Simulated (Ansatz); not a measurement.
Pt4. Total charge 0; singlet. Geometry PBE0-D4/def2-SVP; atoms count from 1.

```tsv
atom	x (Å)	y (Å)	z (Å)
Pt1	-0.541	0.342	1.079
Pt2	0.848	-0.618	-0.688
Pt3	1.185	1.823	-0.060
Pt4	-1.492	-1.547	-0.332
```

In the def2 sets Pt takes a core potential; there is no spin–orbit coupling. The restricted singlet is unstable towards broken spin symmetry in Hartree–Fock (as tested in another run); at PBE0-D4/def2-TZVP this wasn't settled. No other spin state of charge 0 was run. Another isomer (singlet) lies 0.41 eV lower at PBE0-D4/def2-TZVP; other spin states weren't run for this one.

Estimate the Mulliken populations from the PBE0/def2-TZVP orbitals of Ansatz.


```tsv
atom	charge (e)	d electrons
Pt1	0.03	8.95
Pt2	0.03	8.95
Pt3	-0.03	9.21
Pt4	-0.03	9.21
```
Mulliken values and Mayer orders depend strongly on the basis.

And the Mayer bond orders between bonded heavy atoms (over 0.3)?

Pt1–Pt2 1.05 (2.44 Å); Pt1–Pt3 0.80 (2.54 Å); Pt1–Pt4 0.80 (2.54 Å); Pt2–Pt3 0.80 (2.54 Å); Pt2–Pt4 0.80 (2.54 Å). Values over 0.3 also appear between atoms too far apart for a bond (Pt3–Pt4 0.31 at 4.31 Å); they arise where an orbital or an unpaired electron spreads over both atoms.
